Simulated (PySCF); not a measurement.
C2H5FSi2, SMILES [SiH3][Si@@H](C#C)F.

Geometry optimised at ωB97X-D3(BJ)/def2-SVP. The structure was generated by enumeration; whether it is a known compound was not checked.

Two levels are set side by side: PBE/def2-TZVP (PySCF) and r2SCAN/def2-TZVP (PySCF). Same geometry, gas phase. Differences are taken from unrounded values.

```tsv
quantity	r2SCAN	PBE	PBE minus r2SCAN
orbital gap (eV)	5.37	4.89	-0.48
highest occupied level (eV)	-7.18	-6.93	0.25
lowest empty level (eV)	-1.81	-2.05	-0.24
dipole moment (D)	1.70	1.64	-0.06
mean polarisability (bohr³)	75.8	78.1	2.3
```

Rough cost on one machine, each run with all the roots and properties that it gave: r2SCAN against PBE about 3 times.
